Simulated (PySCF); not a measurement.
`COC(F)=C=C=C=CF`, C₆H₄F₂O

Geometry:
```csv
atom,x (Å),y (Å),z (Å)
C1,-2.457,0.407,-0.071
O2,-2.337,-0.351,-1.258
C3,-1.122,-0.726,-1.609
F4,-1.177,-1.424,-2.722
C5,0.020,-0.474,-0.984
C6,1.117,-0.235,-0.374
C7,2.219,0.003,0.239
C8,3.358,0.291,0.829
F9,3.909,-0.473,1.770
H10,-3.525,0.618,0.053
H11,-2.080,-0.161,0.794
H12,-1.892,1.350,-0.153
H13,3.966,1.178,0.612
```

Theory: TDDFT CAM-B3LYP/aug-cc-pVDZ circular dichroism and optical rotation, one conformer, IEF-PCM water (non-equilibrium linear response, no local-field factor) in PySCF 2.14.0. Geometry: PBE0-D3(BJ)/def2-SVP.

No stereocentre is labelled: unless the shape is locked (an allene, a helicene, a hindered biaryl), the mirror image is equally populated and a measured rotation or CD is zero.

Q: Draw the ECD and absorption spectra from the lowest 12 states, each a Gaussian of half-width 0.25 eV at 1/e height.

A: 
```tsv
E (eV)	λ (nm)	Δε (L mol⁻¹ cm⁻¹)	ε (L mol⁻¹ cm⁻¹)
2.70	459	0.00	0.166
2.80	443	-0.01	0.701
2.90	428	-0.03	2.15
3.00	414	-0.06	4.78
3.10	400	-0.10	7.73
3.20	388	-0.12	9.07
3.30	376	-0.10	7.73
3.40	365	-0.06	4.78
3.50	354	-0.03	2.16
3.60	345	-0.01	0.765
3.70	335	0.00	0.558
3.80	326	+0.02	1.91
3.90	318	+0.06	7.76
4.00	310	+0.15	30.5
4.10	303	+0.28	113
4.20	295	+0.44	359
4.30	288	+0.66	885
4.40	282	+0.94	1620
4.50	276	+1.14	2190
4.60	270	+1.07	2140
4.70	264	+0.75	1530
4.80	258	+0.39	792
4.90	253	+0.15	328
5.00	248	+0.04	347
5.10	243	+0.02	1680
5.20	239	+0.10	7540
5.30	234	+0.42	24900
5.40	230	+1.36	59800
5.50	225	+3.38	105000
5.60	221	+6.27	135000
5.70	218	+8.63	128000
5.80	214	+8.75	89600
5.90	210	+6.50	46800
6.00	207	+3.43	18500
6.10	203	+0.86	5680
6.20	200	-1.36	1720
6.30	197	-3.85	1100
6.40	194	-6.19	1380
6.50	191	-7.00	1730
6.60	188	-5.70	2000
6.70	185	-3.41	2210
6.80	182	-1.52	2360
6.90	180	-0.24	2430
7.00	177	+0.99	2350
```
Δε uses R in velocity form, ε uses f in length form. Only the states computed contribute, so the short-wavelength end is incomplete.

The sign of the CD band at 183 nm isn't settled: the length form gives the opposite one.
